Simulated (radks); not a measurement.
These are the eigenvalues of the occupied orbitals of an atom or ion with whole-number occupations (eV). Method: Dirac Kohn-Sham, PBE, spin-unpolarised, spherical densities, point nucleus; computed with a radial shooting solver on a logarithmic mesh with Libxc functionals.

| orbital | eigenvalue |
|---|---|
| 1s1/2 | -5387.238 |
| 2s1/2 | -626.6285 |
| 2p1/2 | -531.8364 |
| 2p3/2 | -524.7405 |
| 3s1/2 | -93.1752 |
| 3p1/2 | -67.3024 |
| 3p3/2 | -66.4418 |
| 3d3/2 | -26.7216 |
| 4s1/2 | -19.8793 |

Which element is it, and in what charge state? The configuration may be excited. Open shells, if any, fill j = l - 1/2 first.

Answer. Z = 23, vanadium, charge +2: V2+ in [Ar] 3d2 4s1. The list shows which subshells hold electrons but not how many an open one holds; the 1s level, -197.98 hartree, gives Z - s = 19.9 by -(Z - s)^2/2, which with screening and relativity narrows Z to a few neighbours, and the depths of the outer levels then fix element, charge and occupations together.
